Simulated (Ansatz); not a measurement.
```xyz
3

Cu    0.0000    0.0000    0.0000
F     0.0000    0.0000    1.7000
F     0.0000    0.0000   -1.7000
```

Basis set: pcseg-2 (spherical functions). Charge 0, multiplicity 2.

Computed with Ansatz (development build ahead of 0.2.0); each method stands on the lowest determinant of its kind that the runs found. Restricted functionals stand beside restricted open-shell atoms, which can lie above the unrestricted atoms usual in DFT and then raise those values.

(1) Give the atomization energy at this shape (free ground-state atoms in the same class of orbitals less the molecule, no zero-point energy) of doublet CuF₂ by PBE (unrestricted), PBE (restricted open-shell), PBE0 (restricted open-shell), ROHF.

Results:

(1)

```tsv
method	atomization energy
PBE (unrestricted)	793.6 kJ/mol
PBE (restricted open-shell)	801.9 kJ/mol
PBE0 (restricted open-shell)	749.5 kJ/mol
ROHF	628.7 kJ/mol
```

The shape needn't be a minimum at these levels.
